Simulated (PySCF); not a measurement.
C9H13P.
Atom-mapped SMILES: `[CH2:1]=[CH:2][c:3]1[c:4]([CH3:5])[pH:6][c:7]([CH3:8])[c:9]1[CH3:10]`

Geometry (GFN2-xTB, Å), atoms numbered from 1 in this order:
```xyz
23
C9H13P angstrom
C     -1.512   -2.333    0.703
C     -1.702   -1.173    0.089
C     -0.724   -0.098   -0.026
C     -1.067    1.205    0.163
C     -2.428    1.717    0.505
P      0.342    2.304   -0.136
C      1.410    0.851   -0.330
C      2.875    0.966   -0.601
C      0.689   -0.295   -0.323
C      1.286   -1.636   -0.603
H     -0.587   -2.579    1.195
H     -2.294   -3.072    0.761
H     -2.672   -0.954   -0.344
H     -3.146    1.464   -0.277
H     -2.782    1.272    1.435
H     -2.411    2.799    0.619
H      0.628    2.543    1.212
H      3.114    0.619   -1.608
H      3.199    2.000   -0.510
H      3.442    0.358    0.104
H      1.731   -2.055    0.301
H      0.528   -2.327   -0.965
H      2.073   -1.549   -1.350
```

Definitions: NICS(0) = −σiso at the ring centroid; NICS(1) = −σiso and NICS(1)zz = −σzz at ±1 Å along the ring normal z. Level: GIAO PBE0/pcSseg-1 (PySCF, non-relativistic, gas phase) on the GFN2-xTB geometry, one conformer.

Ring bond lengths (Å), with Mayer bond orders in brackets: C3–C4 1.360 (1.64), C4–P6 1.812 (0.97), P6–C7 1.813 (0.97), C7–C9 1.354 (1.70), C9–C3 1.458 (1.11).

Q: What do the NICS probes read (ppm)?

A: 
```json
{"ring": "C3–C4–P6–C7–C9", "type": "5-membered ring with P; bonds drawn aromatic by RDKit's count", "NICS(0)": "-3.6", "NICS(1), two faces": "-5.4 / -5.4", "NICS(1)zz, two faces": "-9.3 / -7.5", "rms pucker (Å)": "0.04", "centre to ring atoms, mean (Å)": "1.32"}
```

Q: What can be read from them?

A: 
- C3–C4–P6–C7–C9: mean NICS(1)zz -8.4 ppm, shielded. A hydrogen on P6, outside the ring, lies 1.86 Å from a NICS(1) probe.

Q: What does the geometric index give? HOMA = 1 − mean of α(R − Ropt)² over the ring bonds, with Krygowski's 1993 parameters (CC: Ropt 1.388 Å, α 257.7 Å⁻²; CP: Ropt 1.698 Å, α 118.91 Å⁻²).

A: 
- C3–C4–P6–C7–C9: HOMA 0.03; the largest term is that of P6–C7, α(R − Ropt)² = 1.57.

Q: What is the mean of the two in-plane components of NICS at the first NICS(1) probe listed for ring C3–C4–P6–C7–C9, 1 Å off the ring?

A: The isotropic value is a third of the trace: (3 × -5.4 − (-9.3))/2 = -3.5 ppm.

Q: What are the shieldings of the ring atoms and their hydrogens in the same run (means over atoms taken as equivalent)?

A: 
```
atoms              environment  σ isotropic (ppm)  principal values of the symmetric part, first atom (ppm)
   C3  unsaturated ring carbon               31.3                                        -62.9, 36.1, 120.6
   C4  unsaturated ring carbon               39.5                                        -47.2, 19.1, 146.5
   P6          ring phosphorus              375.5                                       256.0, 388.2, 482.2
   C7  unsaturated ring carbon               44.8                                        -45.0, 36.5, 143.0
   C9  unsaturated ring carbon               34.3                                        -67.8, 41.0, 129.8
  H17   hydrogen on phosphorus              26.78                                          22.3, 25.4, 32.7
```

Hardware: one thread of an Arm Neoverse V2, shared host with 96 logical CPUs at a one-minute load of 56. Cost: 62 s of wall time, 1.0 GiB resident at most. This is the whole shielding run at PBE0/pcSseg-1, SCF included.
